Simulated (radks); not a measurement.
Results of a calculation; reference values are marked as such.
How relativity changes the ionisation of the barium ion Ba+ ([Xe] 6s1) to Ba2+ ([Xe]). Spin-unpolarised spherical Kohn-Sham, PBE, point nucleus unless stated (finite: rms radius 4.8378 fm), a radial shooting solver on a logarithmic mesh with Libxc functionals. A level marked "c x" has the speed of light scaled by that factor.

level                        E(Ba+) (hartree)  E(Ba2+) (hartree)  IE (eV)   HOMO  <r> HOMO (bohr)
non-rel.                           -7885.5402         -7885.1859    9.642     6s            4.477
scalar-rel.                        -8135.3677         -8135.0009    9.981     6s            4.330
scalar-rel., finite nucleus        -8135.0340         -8134.6672    9.981     6s            4.330
Dirac                              -8139.1297         -8138.7630    9.978  6s1/2            4.332
Dirac, finite nucleus              -8138.7945         -8138.4279    9.978  6s1/2            4.332
Dirac, c x 1.25                    -8042.8044         -8042.4425    9.848  6s1/2            4.387
Dirac, c x 3                       -7911.6816         -7911.3260    9.676  6s1/2            4.462
Dirac, c x 5                       -7894.8984         -7894.5437    9.654  6s1/2            4.472

NIST Atomic Spectra Database: 10.004 eV (measured). The relativistic part of the total energy of Ba+ is -253.3 hartree (Dirac, finite nucleus), 3.2 % of the non-relativistic value. Spin polarisation and multiplet splitting of open shells are left out at every level.

Beside tabulated values, note that relativity, absent from the non-relativistic runs, is large for the heavy elements, and spin-unpolarised runs miss the spin-polarisation part of the exchange energy of open shells.
